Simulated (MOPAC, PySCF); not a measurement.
C$_{2}$H$_{4}$F$_{2}$Si, SMILES `C=[SiH]C(F)F` (C–Si–C–F torsion 11°), neutral singlet in the gas phase. 

Cartesian coordinates (Å):
SMILES: C(F)([SiH]=C)F
```xyz
9

C     -1.7046    -0.3720     0.3205
Si    -0.3973     0.6012    -0.1451
C      1.4074    -0.0470    -0.0852
F      1.4164    -1.3894     0.1268
F      2.0295     0.1940    -1.2786
H     -1.5640    -1.4017     0.6272
H     -2.7272    -0.0147     0.3024
H     -0.4859     2.0159    -0.5627
H      2.0258     0.4136     0.6948
```
Charge 0, spin multiplicity 1.

All levels are single points at this geometry (PBE0-D3(BJ)/def2-TZVP); Pople sets use spherical d functions. Orbital energies aren't observables, and empty levels follow the basis.

PBE0-D3(BJ)/def2-TZVP in PySCF gives HOMO (eV) = -6.88.

### Question
Estimate the HOMO (eV) from each of these levels: B3LYP/6-311+G** in PySCF; B3LYP/6-31G* in PySCF; B3LYP/LANL2DZ in PySCF; PM6 in MOPAC; PM7 in MOPAC.

### Answer

```csv
level,HOMO (eV)
B3LYP/6-311+G** in PySCF,-6.75
B3LYP/6-31G* in PySCF,-6.43
B3LYP/LANL2DZ in PySCF,-6.89
PM6 in MOPAC,-8.47
PM7 in MOPAC,-9.99
```
